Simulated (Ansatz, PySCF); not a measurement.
MoF5, SMILES [F][Mo]([F])([F])([F])[F] (connectivity only; charge and spin as stated), neutral, multiplicity 2. Atoms are numbered in the order given.

```xyz
6

Mo     0.0000     0.0000    -0.0133
F      0.4779     1.8094    -0.0067
F     -0.4779    -1.8094    -0.0067
F      0.0000     0.0000     1.7908
F      1.4406    -0.3806    -1.0583
F     -1.4406     0.3806    -1.0583
```
Charge 0, spin multiplicity 2.

The structure is a stationary point at B3LYP-D3(BJ)/def2-SVP. The multiplicity is an assumed one; no other spin state was optimised. The isomer is the one that the SMILES or the coordinates give; other isomers of the formula were not compared. The def2 effective core potentials stand for the cores of Mo; spin–orbit coupling is left out.

Two levels are set side by side: PBE-D3(BJ)/def2-SVP (Ansatz, a quantum-chemistry and plane-wave program) and B3LYP-D3(BJ)/def2-SVP (Ansatz). Each level has its own optimised geometry; the coordinates shown are those of the second. Frequencies come from the Hessian of PySCF at each geometry. Differences are taken from unrounded values.

| quantity | B3LYP-D3(BJ) | PBE-D3(BJ) | PBE-D3(BJ) minus B3LYP-D3(BJ) |
|---|---|---|---|
| mean bond length (Å) | 1.837 | 1.849 | 0.011 |
| bond Mo1–F2 (Å) | 1.871 | 1.884 | 0.012 |
| bond Mo1–F3 (Å) | 1.871 | 1.884 | 0.012 |
| bond Mo1–F4 (Å) | 1.804 | 1.815 | 0.011 |
| bond Mo1–F5 (Å) | 1.820 | 1.830 | 0.010 |
| bond Mo1–F6 (Å) | 1.820 | 1.830 | 0.010 |
| highest harmonic wavenumber (cm⁻¹) | 780 | 757 | -24 |
| mean harmonic wavenumber (cm⁻¹) | 408 | 394 | -13 |
| zero-point energy (kcal/mol) | 7.00 | 6.77 | -0.23 |

GGA bonds tend to be longer and softer than those of functionals with exact exchange. Differences between two approximate levels are no errors against the true value.
